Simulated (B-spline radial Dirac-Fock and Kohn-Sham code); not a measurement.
**Dipole and non-dipole photoemission parameters of Li 2s**

System: the Li atom, configuration [He] 2s1; threshold 5.48 eV (orbital energy of the model). Calculated with an atomic code on a B-spline grid, using Dirac-Hartree-Slater photoionisation with a Latter tail; cross sections with all multipoles, angular parameters from the dipole term and its interference with E2.

For linearly polarised light dσ/dΩ = σ/(4π) [1 + β P₂(cos θ) + (δ + γ cos²θ) sin θ cos φ], with θ from the polarisation vector and φ the angle between the beam and the projection of the electron momentum on the plane normal to the polarisation.

| hν (eV) | σ (kb) | β | γ |
| --- | --- | --- | --- |
| 52.4 | 80.8 | 2.000 | 0.072 |
| 58.6 | 63.1 | 2.000 | 0.081 |
| 80 | 31.0 | 2.000 | 0.111 |
| 149 | 7.15 | 2.000 | 0.191 |
| 253 | 1.91 | 2.000 | 0.285 |
| 300 | 1.22 | 2.000 | 0.324 |
| 346 | 0.821 | 2.000 | 0.361 |
| 427 | 0.453 | 2.000 | 0.420 |
| 600 | 0.168 | 2.000 | 0.522 |
| 683 | 0.114 | 2.000 | 0.562 |
| 793 | 0.0734 | 2.000 | 0.609 |
| 800 | 0.0715 | 2.000 | 0.612 |
| 803 | 0.0707 | 2.000 | 0.613 |
| 1000 | 0.0368 | 2.000 | 0.689 |
| 1080 | 0.0292 | 2.000 | 0.719 |
| 1310 | 0.0163 | 2.000 | 0.804 |
| 1350 | 0.0148 | 2.000 | 0.819 |
| 1486.9 | 0.0110 | 2.000 | 0.869 |
| 2160 | 0.00337 | 2.000 | 1.078 |
| 2220 | 0.00309 | 2.000 | 1.093 |
| 2380 | 0.00247 | 2.000 | 1.132 |
| 2450 | 0.00225 | 2.000 | 1.149 |
| 3090 | 0.00107 | 2.000 | 1.288 |
| 3850 | 0.000525 | 2.000 | 1.441 |
| 4000 | 0.000464 | 2.000 | 1.470 |
| 4140 | 0.000415 | 2.000 | 1.497 |
| 5340 | 0.000180 | 2.000 | 1.720 |
| 6680 | ? | ? | ? |
| 8880 | 3.31e-05 | 2.000 | 2.226 |
| 12000 | 1.21e-05 | 2.000 | 2.572 |

Question: Give the values at 6680 eV.

Answer: σ = 8.58e-05 kb, β = 2.000, γ = 1.938. For an s subshell δ is negligible.
